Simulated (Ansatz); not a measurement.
Molecule: C$_{3}$H$_{3}$F$_{4}$ (charge 0, doublet). It need not be the lowest isomer of its formula. 
Geometry from a B3LYP-D3(BJ)/def2-TZVP (Ansatz, a quantum-chemistry and plane-wave program) optimisation:
```xyz
10

F      1.9941     0.8512    -1.1601
C      1.1106     0.5752    -0.2000
F      1.7511     0.2764     0.9381
C      0.0353    -0.3833    -0.5892
C     -1.0751    -0.4585     0.4385
F     -1.7608     0.7207     0.4792
F     -1.9583    -1.4324     0.0659
H      0.4629    -1.3870    -0.7105
H     -0.3918    -0.0741    -1.5430
H     -0.7308    -0.6826     1.4496
```
Charge 0, spin multiplicity 2.

Total electronic energies in hartree. Valence correlation only, unless marked. Open shells are spin-unrestricted. No spin-orbit coupling. No relativistic terms. Basis-set limits of correlation are two-point, X^-3; Hartree-Fock from the larger set.

```tsv
level	program	energy (Eh)
HF/STO-3G	Ansatz	-506.07727
HF/6-31G*	Ansatz	-513.05626
HF/cc-pVTZ	Ansatz	-513.25752
HF/cc-pVQZ	Ansatz	-513.29772
SVWN5/def2-TZVPD	Ansatz	-512.08870
PBE-D4/def2-TZVPD	Ansatz + dftd4	-515.14898
BLYP-D3(BJ)/def2-TZVPD	Ansatz + dftd3	[?]
revPBE-D3(BJ)/def2-TZVPD	Ansatz + dftd3	-515.51123
r2SCAN/def2-TZVPD	Ansatz	[?]
B97M-V/def2-TZVPD	Ansatz	-515.51745
B3LYP-D3(BJ)/def2-TZVPD	Ansatz + dftd3	-515.67517
B3LYP-D4/def2-TZVPD	Ansatz + dftd4	-515.67456
PBE0/def2-TZVPD	Ansatz	-515.14924
HSE06-D4/def2-TZVPD	Ansatz + dftd4	-515.13183
CAM-B3LYP-D3(BJ)/def2-TZVPD	Ansatz + dftd3	-515.52221
MP2/6-31G	Ansatz	-513.61753
MP2/6-31G*	Ansatz	-514.09592
MP2/cc-pVTZ	Ansatz	-514.71761
RI-MP2/cc-pVQZ	Ansatz	-514.88233
SCS-MP2/cc-pVDZ	Ansatz	-514.16687
CCSD/cc-pVTZ	Ansatz	-514.73916
CCSD/CBS(cc-pVTZ,cc-pVQZ)	Ansatz	-514.9769
CCSD(T)/CBS(cc-pVTZ,cc-pVQZ)	Ansatz	-515.0395
```

Q: Fill in the missing entries.

A: 
- BLYP-D3(BJ)/def2-TZVPD, energy (Eh): -515.59963
- r2SCAN/def2-TZVPD, energy (Eh): -515.43833
